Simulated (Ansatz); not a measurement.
## Ansatz (development build ahead of 0.2.0) run

```yaml
crystal:
  periodic: [false, false, false]
  atoms:
    - { symbol: Cu, position_ang: [0.0, 0.0, 0.0] }
    - { symbol: Cl, position_ang: [2.27, 0.0, 0.0] }
    - { symbol: Cl, position_ang: [-2.27, 0.0, 0.0] }
    - { symbol: Cl, position_ang: [0.0, 2.27, 0.0] }
    - { symbol: Cl, position_ang: [0.0, -2.27, 0.0] }
basis:
  gaussian: { orbitals: pcseg-2 }
total_charge: -2
magnetization:
  spin_polarized: true
  initial_magnetization: 1
hamiltonian:
  xc: pbe0
```

The input is written out in the form of the current development build from the run's settings.

Output:

```
Converged                       : yes
Total energy                    : -3480.79066 hartree
Spin squared of the determinant : 0.753
Stability test                  : minimum
```

Caution: no diffuse functions for an anion; other spin multiplicities were not run.
